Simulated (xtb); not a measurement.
H12N4Zn, charge +2, singlet, geometry from GFN2-xTB (such geometries of metal compounds can be far from the true shape). Base run: xtb with GFN2-xTB.

Here is a job for xtb.
```
$ xtb mol.xyz --gfn 2 --chrg 2 --json

# file mol.xyz
17

Zn     0.00000000    -0.00000000     0.00000000
N     -1.53567250    -0.90701452     1.02316825
H     -1.28458859    -1.19587345     1.97191899
H     -1.88481727    -1.75705256     0.57356415
H     -2.36073738    -0.31334349     1.13907004
N     -0.67437130     0.61833595    -1.84139149
H      0.05295694     1.03499625    -2.42790527
H     -1.41112412     1.32653274    -1.79381863
H     -1.07032581    -0.13482610    -2.40935059
N      0.66804094     1.62596606     1.06667441
H      1.06679797     1.38554945     1.97760979
H     -0.06239770     2.31203602     1.27253355
H      1.40129632     2.15771587     0.59108080
N      1.54200285    -1.33728749    -0.24845116
H      1.89464507    -1.72719605     0.62917368
H      2.36426521    -0.93737986    -0.70732924
H      1.29402935    -2.15115882    -0.81654727
```

Variants of this job, named by their change:

```
change         ΔE vs base (kcal/mol)  HOMO-LUMO gap (eV)  SCF cycles
-------------  ---------------------  ------------------  ----------
base                           0.000                6.66           9
etemp = 5000                  -0.031                6.66           9
acc = 30                       0.000                6.66           7
etemp = 10000                  -3.27                6.73           9
acc = 0.1                      0.000                6.66          10
acc = 1000                     0.000                6.67           6
```
